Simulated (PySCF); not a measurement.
PySCF input (M06-2X/def2-TZVPD):

```python
from pyscf import gto, scf, dft

mol = gto.M(
    atom='''
    Ge    0.20561840    0.18195587   -0.21402856
    C    -0.93860242   -0.82525658    0.96663904
    H     1.61218003    0.35669680    0.39971119
    H     0.35780422   -0.55646748   -1.55579574
    H    -0.38811164    1.58131263   -0.45497256
    H    -1.53709267   -0.34655004    1.73158840
    H    -0.99295420   -1.90604011    0.92854846
    ''',
    basis='def2-tzvpd',
    charge=0,
    spin=1,
    verbose=4,
)

mf = dft.UKS(mol, xc='m062x').density_fit(auxbasis='def2-universal-jkfit')
mf.grids.level = 4
mf.conv_tol = 1e-9
mf.max_cycle = 100
mf.max_memory = 1500
mf.kernel()
if not mf.converged:
    mf = mf.newton()
    mf.kernel(mf.make_rdm1())
for _ in range(2):
    mo, _, stable, _ = mf.stability(return_status=True)
    if stable:
        break
    mf.kernel(mf.make_rdm1(mo, mf.mo_occ))
mf.analyze()
```

End of the output:

```
Extra cycle  E= -2118.02365349663  delta_E= -2.91e-11  |g|= 2.28e-06  |ddm|= 1.22e-05
converged SCF energy = -2118.02365349663  <S^2> = 0.75563806  2S+1 = 2.0056301
uhf_internal: lowest eigs of H = [0.31649249 0.4119588  0.42166268]
<class 'pyscf.df.df_jk.DFUKS'> wavefunction is stable in the internal stability analysis
**** SCF Summaries ****
Total Energy =                       -2118.023653496625229
Nuclear Repulsion Energy =             109.413899323838365
One-electron Energy =                -3167.133023055539525
Two-electron Energy =                  939.695470235075732
Two-electron Coulomb Energy =         1026.022992271293106
DFT Exchange-Correlation Energy =      -86.327522036217403
HOMO-LUMO gap [eV] =                     6.363233702315053
**** MO energy ****
                             alpha | beta                alpha | beta
MO #1   energy= -401.00955400069   | -401.009725980401  occ= 1 | 1
MO #2   energy= -50.5206381793586  | -50.5205143785069  occ= 1 | 1
MO #3   energy= -45.0441913257333  | -45.0441224624498  occ= 1 | 1
MO #4   energy= -45.0441336601773  | -45.0440570628336  occ= 1 | 1
MO #5   energy= -45.0440018216727  | -45.0439127263668  occ= 1 | 1
MO #6   energy= -10.5513108792997  | -10.545039021077   occ= 1 | 1
MO #7   energy= -6.48899076616122  | -6.4890725149934   occ= 1 | 1
MO #8   energy= -4.65254932308545  | -4.65253401801045  occ= 1 | 1
MO #9   energy= -4.6525316751081   | -4.65245034821858  occ= 1 | 1
MO #10  energy= -4.65218049999206  | -4.65220522302951  occ= 1 | 1
MO #11  energy= -1.39126005745324  | -1.39064425027696  occ= 1 | 1
MO #12  energy= -1.39073481405145  | -1.39056733173278  occ= 1 | 1
MO #13  energy= -1.3906966548324   | -1.39008607406236  occ= 1 | 1
MO #14  energy= -1.38821296919613  | -1.38784314542831  occ= 1 | 1
MO #15  energy= -1.38787266872018  | -1.38770467410384  occ= 1 | 1
MO #16  energy= -0.776500149141199 | -0.732666583435417 occ= 1 | 1
MO #17  energy= -0.601952409523221 | -0.597022286800712 occ= 1 | 1
MO #18  energy= -0.498141147363867 | -0.486305646878932 occ= 1 | 1
MO #19  energy= -0.405487115068406 | -0.391060024270304 occ= 1 | 1
MO #20  energy= -0.402358296368708 | -0.387963553618575 occ= 1 | 1
MO #21  energy= -0.3896360838155   | -0.384970072975093 occ= 1 | 1
MO #22  energy= -0.288748693263614 | -0.0549041659161951 occ= 1 | 0
MO #23  energy= 0.0242587301505847 | 0.0122592948306846 occ= 0 | 0
MO #24  energy= 0.0375798441264497 | 0.0379847220530536 occ= 0 | 0
MO #25  energy= 0.0653789044774682 | 0.0616266746381122 occ= 0 | 0
MO #26  energy= 0.068185347935991  | 0.0641390132464645 occ= 0 | 0
MO #27  energy= 0.0786307466801505 | 0.0778750306656449 occ= 0 | 0
MO #28  energy= 0.0870198097874105 | 0.0809777215776876 occ= 0 | 0
MO #29  energy= 0.105382107345642  | 0.104227086433278  occ= 0 | 0
MO #30  energy= 0.114753616160381  | 0.112618882213682  occ= 0 | 0
MO #31  energy= 0.129942233326535  | 0.125488503998834  occ= 0 | 0
MO #32  energy= 0.135519894340594  | 0.133656889895438  occ= 0 | 0
MO #33  energy= 0.147211212054937  | 0.139512139140593  occ= 0 | 0
MO #34  energy= 0.167139657155653  | 0.150244460521641  occ= 0 | 0
MO #35  energy= 0.171416030710535  | 0.173872611706312  occ= 0 | 0
MO #36  energy= 0.187891951353929  | 0.179203628106428  occ= 0 | 0
MO #37  energy= 0.189179685418778  | 0.179357881365014  occ= 0 | 0
MO #38  energy= 0.198873822810969  | 0.184903972646485  occ= 0 | 0
MO #39  energy= 0.220329140675249  | 0.213598853074331  occ= 0 | 0
MO #40  energy= 0.230843280902265  | 0.220914116223603  occ= 0 | 0
MO #41  energy= 0.261289333425039  | 0.256684866604306  occ= 0 | 0
MO #42  energy= 0.268083740065887  | 0.261067459684718  occ= 0 | 0
MO #43  energy= 0.26831289841858   | 0.266352188969232  occ= 0 | 0
MO #44  energy= 0.288083067068262  | 0.280854992531487  occ= 0 | 0
MO #45  energy= 0.292140292844365  | 0.29124344223984   occ= 0 | 0
MO #46  energy= 0.302560468792343  | 0.299448029845319  occ= 0 | 0
MO #47  energy= 0.317729825091063  | 0.312932244677608  occ= 0 | 0
MO #48  energy= 0.325397060818931  | 0.314360994733844  occ= 0 | 0
MO #49  energy= 0.336697442928249  | 0.325506101212359  occ= 0 | 0
MO #50  energy= 0.350356700329891  | 0.344882162981958  occ= 0 | 0
MO #51  energy= 0.353382235021068  | 0.346576373550357  occ= 0 | 0
MO #52  energy= 0.384395633916388  | 0.363036980369443  occ= 0 | 0
MO #53  energy= 0.405655495204949  | 0.379983728646358  occ= 0 | 0
MO #54  energy= 0.413509346535703  | 0.406088129794313  occ= 0 | 0
MO #55  energy= 0.424366159104317  | 0.408839000370025  occ= 0 | 0
MO #56  energy= 0.43581839916756   | 0.426525014359915  occ= 0 | 0
MO #57  energy= 0.447881947228858  | 0.431153695991276  occ= 0 | 0
MO #58  energy= 0.483457031952008  | 0.445769514514066  occ= 0 | 0
MO #59  energy= 0.4891625065473    | 0.483117313048522  occ= 0 | 0
MO #60  energy= 0.495608590123091  | 0.490020842358791  occ= 0 | 0
MO #61  energy= 0.507286235019937  | 0.504193569423734  occ= 0 | 0
MO #62  energy= 0.519149314830984  | 0.51018041809215   occ= 0 | 0
MO #63  energy= 0.569922369607221  | 0.559907963827281  occ= 0 | 0
MO #64  energy= 0.573232458461696  | 0.560193206052832  occ= 0 | 0
MO #65  energy= 0.600650249651643  | 0.591551912561531  occ= 0 | 0
MO #66  energy= 0.611400077875135  | 0.60504217323127   occ= 0 | 0
MO #67  energy= 0.613832105461079  | 0.606109684261986  occ= 0 | 0
MO #68  energy= 0.647957783406802  | 0.632163944274659  occ= 0 | 0
MO #69  energy= 0.707162150006113  | 0.698434059217853  occ= 0 | 0
MO #70  energy= 0.734192919006438  | 0.736707657615635  occ= 0 | 0
MO #71  energy= 0.746282822315018  | 0.748226919190717  occ= 0 | 0
MO #72  energy= 0.768065166210476  | 0.753403303129032  occ= 0 | 0
MO #73  energy= 0.811475254691718  | 0.809994833831833  occ= 0 | 0
MO #74  energy= 0.89257483904712   | 0.892269613908175  occ= 0 | 0
MO #75  energy= 0.894373686699596  | 0.899536047998964  occ= 0 | 0
MO #76  energy= 1.01257656168952   | 1.01682286410908   occ= 0 | 0
MO #77  energy= 1.02597284234366   | 1.03029981838966   occ= 0 | 0
MO #78  energy= 1.04920593750404   | 1.04947711600041   occ= 0 | 0
MO #79  energy= 1.12832106893413   | 1.12805192439178   occ= 0 | 0
MO #80  energy= 1.14657271278574   | 1.14970129938831   occ= 0 | 0
MO #81  energy= 1.1665901936354    | 1.16876907141351   occ= 0 | 0
MO #82  energy= 1.19254042025024   | 1.19064195373355   occ= 0 | 0
MO #83  energy= 1.21680179942835   | 1.21435294297985   occ= 0 | 0
MO #84  energy= 1.22344474858151   | 1.22490723777396   occ= 0 | 0
MO #85  energy= 1.23918372081591   | 1.24117833231832   occ= 0 | 0
MO #86  energy= 1.25761092950052   | 1.25446400424013   occ= 0 | 0
MO #87  energy= 1.26664817618519   | 1.26290120210216   occ= 0 | 0
MO #88  energy= 1.36800262099745   | 1.37715434080289   occ= 0 | 0
MO #89  energy= 1.39411806636766   | 1.39668971965527   occ= 0 | 0
MO #90  energy= 1.4839706658518    | 1.48362038932208   occ= 0 | 0
MO #91  energy= 1.69774366621078   | 1.73951571220949   occ= 0 | 0
MO #92  energy= 1.74614259694359   | 1.76605367140545   occ= 0 | 0
MO #93  energy= 1.81743588805588   | 1.83125194219297   occ= 0 | 0
MO #94  energy= 1.8606419045377    | 1.86359927127324   occ= 0 | 0
MO #95  energy= 1.86713841531946   | 1.86623717550286   occ= 0 | 0
MO #96  energy= 1.88811617308519   | 1.88937550618722   occ= 0 | 0
MO #97  energy= 1.92670623599194   | 1.93240329473528   occ= 0 | 0
MO #98  energy= 1.9333236046587    | 1.944378763477     occ= 0 | 0
MO #99  energy= 1.96127532242935   | 1.96328668175563   occ= 0 | 0
MO #100 energy= 1.9849461934557    | 1.99078887464475   occ= 0 | 0
MO #101 energy= 2.0031331198882    | 2.00478324168581   occ= 0 | 0
MO #102 energy= 2.06604320338779   | 2.07591100045942   occ= 0 | 0
MO #103 energy= 2.08721100922667   | 2.08979199737332   occ= 0 | 0
MO #104 energy= 2.26761969588966   | 2.27801595291302   occ= 0 | 0
[...]
```

It need not be the lowest isomer of its formula.
